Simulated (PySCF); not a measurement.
Core-level binding energies of Ge(CF3)2H2

Species: Ge(CF3)2H2, C2H2F6Ge.
Structure used (PBE0-D3(BJ)/def2-SVP), in Å, numbered top down from 1:
```
atom  x, y, z in Å
Ge1   -0.6656    0.0271   -0.5405
C2    -0.7464   -0.0821    1.4492
F3    -2.0162   -0.0791    1.8728
F4    -0.1279    0.9553    2.0206
F5    -0.1708   -1.1984    1.9047
C6     1.2645    0.0440   -1.0418
F7     1.9121   -0.9923   -0.5019
F8     1.8725    1.1612   -0.6306
F9     1.4124   -0.0327   -2.3700
H10   -1.3172    1.3328   -0.9978
H11   -1.3194   -1.2213   -1.1340
```

Computed, not measured: PySCF 2.14.0, delta-SCF UKS SCAN, pcX-2 on the ionised atom, pcseg-1 elsewhere, spin-free X2C. Vertical ΔSCF values, vacuum level as zero.

Q: Give the core binding energies atom by atom.

A: 
| atom(s) | bonded to | level | binding energy (eV) | count |
| --- | --- | --- | --- | --- |
| C2/C6 | 3 F and Ge | C 1s | 297.95 | 2 |
| F3 (×6) | C | F 1s | 694.15 | 6 |

Q: Express the binding energy of F 1s of F3 (×6) in atomic units and per mole.

A: 694.15 eV = 25.5095 Eh = 66975 kJ/mol.

Q: Which photon energy gives electrons from F 1s of F3 (×6) a kinetic energy of 150 eV, and what is their de Broglie wavelength?

A: hν = 694.15 + 150 = 844.15 eV, recoil neglected; λ = 12.264 Å/√(E/eV) = 1.00 Å.

One atom of each set of topologically equivalent atoms was ionised and stands for the set; in this conformer not all members are related by symmetry, and their own values weren't computed. No level of germanium is listed. Geometry: PBE0-D3(BJ)/def2-SVP; no solvent, vibrations or thermal averaging.
